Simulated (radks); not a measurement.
Results of a calculation; reference values are marked as such.
All-electron atom: Sn36+ in [Ne] 3s2 3p2. Level of theory: Dirac Kohn-Sham, PBEsol, spin-unpolarised, spherical densities, finite nucleus; open shells are shared between the two j in proportion to 2j + 1; Fermi nuclear charge, rms radius 4.6519 fm (a radial shooting solver on a logarithmic mesh with Libxc functionals).

Normalised radial functions P(r) = r R(r) (large component), r in bohr:

```
   r/bohr * 2s1/2, o 3p3/2 (the largest magnitude, 2.96, reaches the edge; | marks zero, & curves that meet)
 0.001247                             o  *
 0.001547                             o   *
 0.001936                             o    *
 0.002403                             o    *
 0.002982                             o     *
 0.003701                             o       *
  0.00463                             o        *
 0.005747                             o         *
 0.007132                             |o         *
 0.008852                             |o           *
  0.01107                             | o           *
  0.01374                             | o           *
  0.01706                             |  o          *
  0.02117                             |   o       *
  0.02649                             |     o  *
  0.03287                             |   *  o
   0.0408                           * |        o
  0.05063                   *         |          o
  0.06335            *                |          o
  0.07862     *                       |          o
  0.09758  *                          |       o
   0.1211   *                         |  o
   0.1503       *                 o   |
    0.188              *  o           |
   0.2334            o       *        |
   0.2896          o              *   |
   0.3595             o              *|
   0.4497                   o         *
   0.5582                        o    *
   0.6927                            o*
   0.8597                             &
```

2s1/2: eigenvalue -6391.0 eV, 1 radial node at r = 0.0382 bohr, <r> = 0.123 bohr, 90 % of the charge inside 0.190 bohr. 3p3/2: eigenvalue -2348.1 eV, 1 radial node at r = 0.133 bohr, <r> = 0.294 bohr, 90 % of the charge inside 0.435 bohr.
